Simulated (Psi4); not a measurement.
glyoxal (C2H2O2), singlet, at a GFN2-xTB geometry; B3LYP/def2-SVP in Psi4 1.11.

Input for Psi4:
```
memory 2 GB

molecule {
0 1
C     0.02026430    0.75833993    0.00748046
C    -0.02026430   -0.75833993   -0.00748046
O     1.03960208    1.38537393    0.03158832
H    -0.97907997    1.22841153   -0.00597192
O    -1.03960208   -1.38537393   -0.03158832
H     0.97907997   -1.22841153    0.00597192
}

set {
  basis def2-svp
  scf_type pk
  puream true
  d_convergence 1e-8
  dft_radial_points 99
  dft_spherical_points 590
}

energy('b3lyp')
print_variables()
```

Predict the main parts of the log of this Psi4 run.


```
   => Loading Basis Set <=

    Name: DEF2-SVP
    Role: ORBITAL
    Keyword: BASIS

         ---------------------------------------------------------
                                   SCF
               by Justin Turney, Rob Parrish, Andy Simmonett
                          and Daniel G. A. Smith
                              RKS Reference
         ---------------------------------------------------------

  ==> Geometry <==

    Molecular point group: ci
    Full point group: Ci

    Geometry (in Angstrom), charge = 0, multiplicity = 1:

       Center              X                  Y                   Z               Mass
    ------------   -----------------  -----------------  -----------------  -----------------
         C            0.020264300000     0.758339930000     0.007480460000    12.000000000000
         C           -0.020264300000    -0.758339930000    -0.007480460000    12.000000000000
         O            1.039602080000     1.385373930000     0.031588320000    15.994914619570
         H           -0.979079970000     1.228411530000    -0.005971920000     1.007825032230
         O           -1.039602080000    -1.385373930000    -0.031588320000    15.994914619570
         H            0.979079970000    -1.228411530000     0.005971920000     1.007825032230

  Running in ci symmetry.

  Rotational constants: A =      1.94486  B =      0.15885  C =      0.14686 [cm^-1]
  Rotational constants: A =  58305.43711  B =   4762.26017  C =   4402.66052 [MHz]
  Nuclear repulsion =  102.226835794094796

  Charge       = 0
  Multiplicity = 1
  Electrons    = 30
  Nalpha       = 15
  Nbeta        = 15

  ==> Algorithm <==

  SCF Algorithm Type is PK.
  DIIS enabled.
  MOM disabled.
  Fractional occupation disabled.
  Guess Type is SAD.
  Energy threshold   = 1.00e-06
  Density threshold  = 1.00e-08
  Integral threshold = 1.00e-12

  ==> Primary Basis <==

  Basis Set: DEF2-SVP
    Blend: DEF2-SVP
    Number of shells: 30
    Number of basis functions: 66
    Number of Cartesian functions: 70
    Spherical Harmonics?: true
    Max angular momentum: 2

  ==> DFT Potential <==

   => LibXC <=

    Version 7.1.2
    S. Lehtola, C. Steigemann, M. J. T. Oliveira, and M. A. L. Marques,  SoftwareX 7, 1–5 (2018) (10.1016/j.softx.2017.11.002)

   => Composite Functional: B3LYP <=

    B3LYP Hyb-GGA Exchange-Correlation Functional

    P. J. Stephens, F. J. Devlin, C. F. Chabalowski, and M. J. Frisch,  J. Phys. Chem. 98, 11623 (1994) (10.1021/j100096a001)

    Deriv               =              1
    GGA                 =           TRUE
    Meta                =          FALSE

    Exchange Hybrid     =           TRUE
    MP2 Hybrid          =          FALSE

   => Exchange Functionals <=

    0.0800   Slater exchange
    0.7200         Becke 88

   => Exact (HF) Exchange <=

    0.2000               HF

   => Correlation Functionals <=

    0.1900   Vosko, Wilk & Nusair (VWN5_RPA)
    0.8100   Lee, Yang & Parr

   => LibXC Density Thresholds  <==

    XC_HYB_GGA_XC_B3LYP:  1.00E-15

   => Molecular Quadrature <=

    Radial Scheme          =       TREUTLER
    Pruning Scheme         =           NONE
    Nuclear Scheme         =       TREUTLER

    Blocking Scheme        =         OCTREE
    BS radius alpha        =              1
    Pruning alpha          =              1
    Radial Points          =             99
    Spherical Points       =            590
    Total Points           =         332710
    Total Blocks           =           2472
    Max Points             =            256
    Max Functions          =             65
    Weights Tolerance      =       1.00E-15

  ==> Integral Setup <==

  Using in-core PK algorithm.
   Calculation information:
      Number of atoms:                   6
      Number of AO shells:              30
      Number of primitives:             58
      Number of atomic orbitals:        70
      Number of basis functions:        66

      Integral cutoff                 1.00e-12
      Number of threads:                 1

  Performing in-core PK
  Using 4890732 doubles for integral storage.
  We computed 103672 shell quartets total.
  Whereas there are 108345 unique shell quartets.

  ==> DiskJK: Disk-Based J/K Matrices <==

    J tasked:                  Yes
    K tasked:                  Yes
    wK tasked:                  No
    Schwarz Cutoff:          1E-12

  Minimum eigenvalue in the overlap matrix is 9.5009846138E-03.
  Reciprocal condition number of the overlap matrix is 2.0453076312E-03.
    Using symmetric orthogonalization.

  ==> Pre-Iterations <==

  SCF Guess: Superposition of Atomic Densities via on-the-fly atomic UHF (no occupation information).

   -------------------------
    Irrep   Nso     Nmo
   -------------------------
     Ag        33      33
     Au        33      33
   -------------------------
    Total      66      66
   -------------------------

  ==> Iterations <==

                        Total Energy        Delta E     RMS |[F,P]|

   @RKS iter SAD:  -227.14078135108088   -2.27141e+02   0.00000e+00
   @RKS iter   1:  -227.50487660584997   -3.64095e-01   1.25690e-02 ADIIS/DIIS
   @RKS iter   2:  -227.30536234556217    1.99514e-01   2.02234e-02 ADIIS/DIIS
   @RKS iter   3:  -227.63346182668545   -3.28099e-01   3.82676e-03 ADIIS/DIIS
   @RKS iter   4:  -227.64870201789043   -1.52402e-02   6.31333e-04 ADIIS/DIIS
   @RKS iter   5:  -227.64906066897299   -3.58651e-04   7.05616e-05 DIIS
   @RKS iter   6:  -227.64906514349522   -4.47452e-06   9.29026e-06 DIIS
   @RKS iter   7:  -227.64906521790556   -7.44103e-08   9.15592e-07 DIIS
   @RKS iter   8:  -227.64906521859675   -6.91188e-10   6.33316e-08 DIIS
   @RKS iter   9:  -227.64906521860169   -4.94538e-12   1.65969e-08 DIIS
   @RKS iter  10:  -227.64906521860209   -3.97904e-13   2.10838e-09 DIIS
  Energy and wave function converged.

  ==> Post-Iterations <==

   Electrons on quadrature grid:
      Ntotal   =   30.0000000090 ; deviation = 9.028e-09

    Orbital Energies [Eh]
    ---------------------

    Doubly Occupied:

       1Au   -19.178111     1Ag   -19.178090     2Ag   -10.302153
       2Au   -10.302140     3Ag    -1.087784     3Au    -1.074610
       4Ag    -0.709547     4Au    -0.600389     5Ag    -0.506640
       5Au    -0.493659     6Ag    -0.463212     6Au    -0.459592
       7Ag    -0.406892     7Au    -0.335106     8Ag    -0.272455

    Virtual:

       8Au    -0.118023     9Ag     0.019034     9Au     0.076495
      10Ag     0.106300    10Au     0.177710    11Ag     0.219585
      11Au     0.276797    12Au     0.432764    12Ag     0.450305
      13Au     0.493107    13Ag     0.497956    14Ag     0.578453
      14Au     0.584710    15Au     0.620219    15Ag     0.664639
      16Au     0.664884    16Ag     0.775189    17Au     0.852527
      17Ag     0.955590    18Au     0.988760    18Ag     1.020364
      19Ag     1.093432    19Au     1.098241    20Au     1.189886
      20Ag     1.317481    21Ag     1.353532    21Au     1.381224
      22Au     1.469888    22Ag     1.580821    23Au     1.731278
      23Ag     1.736086    24Au     1.738687    24Ag     1.777347
      25Ag     1.853321    25Au     2.028231    26Ag     2.057232
      26Au     2.287620    27Au     2.299901    27Ag     2.479832
      28Au     2.567717    28Ag     2.611673    29Au     2.632686
      29Ag     2.682203    30Au     2.794633    30Ag     2.833517
      31Ag     3.104833    31Au     3.128477    32Ag     3.342660
      32Au     3.425962    33Au     3.581566    33Ag     3.591713

    Final Occupation by Irrep:
             Ag    Au
    DOCC [     8,    7 ]
    NA   [     8,    7 ]
    NB   [     8,    7 ]

  @RKS Final Energy:  -227.64906521860209

   => Energetics <=

    Nuclear Repulsion Energy =            102.2268357940947965
    One-Electron Energy =                -512.3326772769744366
    Two-Electron Energy =                 205.6676907111809101
    DFT Exchange-Correlation Energy =     -23.2109144469033382
    Empirical Dispersion Energy =           0.0000000000000000
    VV10 Nonlocal Energy =                  0.0000000000000000
    Total Energy =                       -227.6490652186020895

Computation Completed

Properties will be evaluated at   0.000000,   0.000000,   0.000000 [a0]

Properties computed using the SCF density matrix

 Multipole Moments:

 ------------------------------------------------------------------------------------
     Multipole            Electronic (a.u.)      Nuclear  (a.u.)        Total (a.u.)
 ------------------------------------------------------------------------------------

 L = 1.  Multiply by 2.5417464519 to convert [e a0] to [Debye]
 Dipole X            :          0.0000000            0.0000000            0.0000000
 Dipole Y            :          0.0000000            0.0000000            0.0000000
 Dipole Z            :          0.0000000            0.0000000            0.0000000
 Magnitude           :                                                    0.0000000

 ------------------------------------------------------------------------------------

  Variable Map:
  ----------------------------------------------------------------------------
  "CURRENT ENERGY"              =>    -227.649065218602
  "CURRENT REFERENCE ENERGY"    =>    -227.649065218602
  "DD SOLVATION ENERGY"         =>       0.000000000000
  "DFT FUNCTIONAL TOTAL ENERGY" =>    -227.649065218602
  "DFT TOTAL ENERGY"            =>    -227.649065218602
  "DFT VV10 ENERGY"             =>       0.000000000000
  "DFT XC ENERGY"               =>     -23.210914446903
  "GRID ELECTRONS ALPHA"        =>      15.000000004514
  "GRID ELECTRONS BETA"         =>      15.000000004514
  "GRID ELECTRONS TOTAL"        =>      30.000000009028
  "NUCLEAR REPULSION ENERGY"    =>     102.226835794095
  "ONE-ELECTRON ENERGY"         =>    -512.332677276974
  "PCM POLARIZATION ENERGY"     =>       0.000000000000
  "PE ENERGY"                   =>       0.000000000000
  "SCF ITERATION ENERGY"        =>    -227.649065218602
  "SCF ITERATIONS"              =>      10.000000000000
  "SCF TOTAL ENERGY"            =>    -227.649065218602
  "TWO-ELECTRON ENERGY"         =>     205.667690711181
  "XC GRID RADIAL POINTS"       =>      99.000000000000
  "XC GRID SPHERICAL POINTS"    =>     590.000000000000
  "XC GRID TOTAL POINTS"        =>  332710.000000000000

  Array Variable Map:
  ----------------------------------------------------------------------------
  "CURRENT DIPOLE"              =>       0.000000000000 ... 0.000000000000 1 by 3
  "SCF DIPOLE"                  =>       0.000000000000 ... 0.000000000000 1 by 3
  "SCF TOTAL ENERGIES"          =>    -227.140781351081 ... -227.649065218602 1 by 11
```
